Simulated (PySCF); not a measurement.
SMILES CB(C)CC[Si](F)(F)F, GFN2-xTB optimised geometry.

```
19

Si     0.44     1.95    -2.18
F      0.09     0.64    -3.01
F      2.01     2.12    -2.39
F     -0.18     3.12    -3.06
C     -0.14     1.94    -0.40
C     -0.90     0.66     0.00
B     -0.08    -0.70     0.00
C      1.49    -0.70     0.00
C     -0.88    -2.05     0.01
H      0.71     2.07     0.27
H     -0.79     2.81    -0.23
H     -1.79     0.57    -0.63
H     -1.29     0.80     1.01
H      1.87    -0.28    -0.93
H      1.90    -0.06     0.79
H      1.93    -1.68     0.11
H     -1.93    -1.95     0.28
H     -0.85    -2.47    -1.00
H     -0.43    -2.81     0.65
```

Density from B3LYP/def2-SVP (PySCF) at that geometry.

Minimum of the electron density along straight lines between bonded atoms, close to the bond critical point (lines longer than 1.1 times the sum of covalent radii, or with two minima, are not listed):

```tsv
bond	length / Å	ρ at the minimum / e bohr⁻³	∇²ρ there / e bohr⁻⁵	position (fraction from the first atom)
Si1–F2	1.590	0.125	1.20	0.42
Si1–F3	1.592	0.125	1.18	0.42
Si1–F4	1.591	0.125	1.18	0.42
Si1–C5	1.876	0.124	0.30	0.38
C5–C6	1.542	0.231	-0.50	0.51
C6–B7	1.585	0.179	-0.14	0.68
B7–C8	1.574	0.181	-0.15	0.32
B7–C9	1.574	0.182	-0.15	0.32
C5–H10	1.091	0.273	-0.98	0.63
C5–H11	1.094	0.272	-0.97	0.63
C6–H12	1.093	0.272	-0.96	0.62
C6–H13	1.096	0.267	-0.92	0.62
C8–H14	1.090	0.268	-0.93	0.62
C8–H15	1.089	0.269	-0.94	0.62
C8–H16	1.087	0.274	-0.99	0.62
C9–H17	1.087	0.273	-0.98	0.62
C9–H18	1.091	0.266	-0.92	0.62
C9–H19	1.088	0.271	-0.96	0.62
```
